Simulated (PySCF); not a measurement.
A survey of $^{17}$O NMR shifts

All values are calculated (PySCF): geometry from GFN2-xTB, shieldings: GIAO PBE0/pcSseg-1. One conformer, one averaged value for each set of equivalent atoms, no solvent model, no relativistic terms.

Shieldings were converted by a linear fit to measured shifts: $^{17}$O (scatter 10.7 ppm rms, 12.2 ppm with the 3 outliers that the fit left out vs liquid water, solution or neat liquid). Occasional misses reach two or three times the rms, and more in compound classes unlike the fitted ones.

Question: Give the $^{17}$O shifts of `O=C(F)c1ccc([SiH3])o1`, `CCC[P@](C)(=O)C1CC1`, `C=C(C)[P@@](C)(=O)CCC`, `C=CC[P@@](C)(=O)C(C)C`, `C/C=C\[P@](C)(=O)CCC`, `FC(F)(F)[C@]1(F)COCCO1`.

Answer: 
```json
{"compound": "[O:1]=[C:2]([F:3])[c:4]1[cH:5][cH:6][c:7]([SiH3:8])[o:9]1", "environment": "O1: carbonyl oxygen", "δ (ppm)": "348.1"}
{"compound": "[O:1]=[C:2]([F:3])[c:4]1[cH:5][cH:6][c:7]([SiH3:8])[o:9]1", "environment": "O9: aromatic ring oxygen", "δ (ppm)": "265.3"}
{"compound": "CCC[P@](C)(=O)C1CC1", "environment": "P=O oxygen", "δ (ppm)": "35.5"}
{"compound": "C=C(C)[P@@](C)(=O)CCC", "environment": "P=O oxygen", "δ (ppm)": "40.0"}
{"compound": "C=CC[P@@](C)(=O)C(C)C", "environment": "P=O oxygen", "δ (ppm)": "48.1"}
{"compound": "C/C=C\\[P@](C)(=O)CCC", "environment": "P=O oxygen", "δ (ppm)": "48.7"}
{"compound": "[F:1][C:2]([F:3])([F:4])[C@:5]1([F:6])[CH2:7][O:8][CH2:9][CH2:10][O:11]1", "environment": "O11: ether oxygen", "δ (ppm)": "36.9"}
{"compound": "[F:1][C:2]([F:3])([F:4])[C@:5]1([F:6])[CH2:7][O:8][CH2:9][CH2:10][O:11]1", "environment": "O8: ether oxygen", "δ (ppm)": "-22.1"}
```

Question: Order these by $^{17}$O shift, lowest first.
A. COc1cpccp1
B. C=C[P@@](C)(=O)C(C)(C)C
C. CCC(C)(C)P1(=O)CC1

Answer: C (-12.1 ppm, P=O oxygen), B (25.0 ppm, P=O oxygen), A (114.5 ppm, ether oxygen).
